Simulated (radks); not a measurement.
The numbers below are computed, except where a source is named.
Effect of the nuclear size on the xenon ion Xe2+, [Kr] 4d10 5s2 5p4. Level of theory: Dirac Kohn-Sham, PBE, spin-unpolarised, spherical densities, finite nucleus; open shells are shared between the two j in proportion to 2j + 1; Fermi nuclear charge, rms radius 4.7859 fm (a radial shooting solver on a logarithmic mesh with Libxc functionals). The rms radius is varied about that value; shifts are against it.

| rms radius (fm) | total energy shift (eV) | density at nucleus (e/bohr^3) | 1s1/2 shift (meV) | 2s1/2 shift (meV) | 4p1/2 shift (meV) | 5s1/2 shift (meV) | 5p1/2 shift (meV) | 5p3/2 shift (meV) | 6s1/2 (empty) shift (meV) |
|---|---|---|---|---|---|---|---|---|---|
| 3.8766 | -2.31 | 2.821e+05 | -965 | -114 | 0.369 | -0.683 | 0.090 | 0.101 | -0.134 |
| 4.3121 | -1.25 | 2.767e+05 | -523 | -61.9 | 0.200 | -0.371 | 0.049 | 0.055 | -0.073 |
| 4.7859 | 0 | 2.716e+05 | 0.000 | 0.000 | 0.000 | 0.000 | 0.000 | 0.000 | 0.000 |
| 5.0922 | 0.867 | 2.686e+05 | 362 | 42.8 | -0.138 | 0.256 | -0.034 | -0.038 | 0.050 |
| 5.3411 | 1.60 | 2.663e+05 | 670 | 79.2 | -0.256 | 0.474 | -0.063 | -0.070 | 0.093 |

Slopes of the eigenvalues against <r^2> in GHz/fm^2, as finite differences over the two radii next to the reference (eigenvalue slopes, not the field-shift constants of lines): 1s1/2 29200, 2s1/2 3450, 4p1/2 -11.2, 5s1/2 20.7, 5p1/2 -2.73, 5p3/2 -3.07, 6s1/2 (empty) 4.06.
